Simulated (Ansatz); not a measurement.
```yaml
atoms:
  - { symbol: Cu, position_ang: [0.0000, 0.0000, -0.0453] }
  - { symbol: H, position_ang: [0.0000, 0.0000, 1.3128] }
```

Basis set: 6-31G* (spherical functions). Correlated methods keep 5 orbitals frozen. Charge 0, multiplicity 1.

Computed with Ansatz (development build ahead of 0.2.0); each method stands on the lowest determinant of its kind that the runs found. Restricted open shells among the atoms or ions are ROHF, correlated in semicanonical orbitals with singles.

(1) Give the atomization energy at this shape (free ground-state atoms in the same class of orbitals less the molecule, no zero-point energy) of singlet CuH by RHF-MP2, RHF.

## Answers

(1)

| method | atomization energy |
| --- | --- |
| RHF-MP2 | 246.3 kJ/mol |
| RHF | -16.4 kJ/mol |
